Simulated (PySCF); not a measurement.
# CSe2: fields on a plane

Computed with r2SCAN in PySCF with C def2-TZVP, Se def2-TZVP; no relativity; density-fitted integrals.

The singlet minimum has C–Se 1.693 Å (×2); Se–C–Se 180.0°.

The plane holds C1 at (0.00, 0.00), Se2 at (1.69, 0.00), Se3 at (-1.69, 0.00) Å. Columns run from x = -3.75 to 4.05 Å, rows from y = 2.25 (top) to -1.95 Å, in steps of 0.3 Å. Other isomers or separated fragments may lie lower.

**Question.** Give the electron localisation function (set to 0 where the density is under 0.005 e/Å³). Lower edges of the bins: '0' 0.000, '1' 0.086, '2' 0.172, '3' 0.257, '4' 0.343, '5' 0.429, '6' 0.515, '7' 0.601, '8' 0.686, '9' 0.772; top 0.86.

**Answer.** 
```
000002222100000012222000000
000245664210000124665420000
002468887421111247888642000
013689998643333468999863100
025899998766666678999985200
026898535788888875358986200
036883352399449932533886300
036862928197557918292686300
036862928197557918292686300
036883352399449932533886300
026898535788888875358986200
025899998766666678999985200
013689998643333468999863100
002468887421111247888642000
000245664210000124665420000
```

**Question.** Give the electrostatic potential (V) (cut at 20 V). Lower edges of the bins (V): '_' -0.10, '.' 0.02, ':' 0.20, '-' 0.50, '=' 0.98, '+' 1.73, '*' 2.91, '#' 4.80, '%' 7.78, '@' 12.51; top 20.0, each point printed twice.

**Answer.** 
```
..........________________________________............
....................____________......................
::::::::::--------::::::::::::::::--------::::::::::..
::::----==++++++++====--====--====++++++++==----::::::
::--==++**##%%%%%%##************##%%%%%%##**++==--::::
----==**##@@@@@@@@@@##%%%%%%%%##@@@@@@@@@@##**==----::
--==++##@@@@@@@@@@@@@@@@@@@@@@@@@@@@@@@@@@@@##++==--::
--==**##@@@@@@@@@@@@@@@@@@@@@@@@@@@@@@@@@@@@##**==----
--==**##@@@@@@@@@@@@@@@@@@@@@@@@@@@@@@@@@@@@##**==----
--==++##@@@@@@@@@@@@@@@@@@@@@@@@@@@@@@@@@@@@##++==--::
----==**##@@@@@@@@@@##%%%%%%%%##@@@@@@@@@@##**==----::
::--==++**##%%%%%%##************##%%%%%%##**++==--::::
::::----==++++++++====--====--====++++++++==----::::::
::::::::::--------::::::::::::::::--------::::::::::..
....................____________......................
```
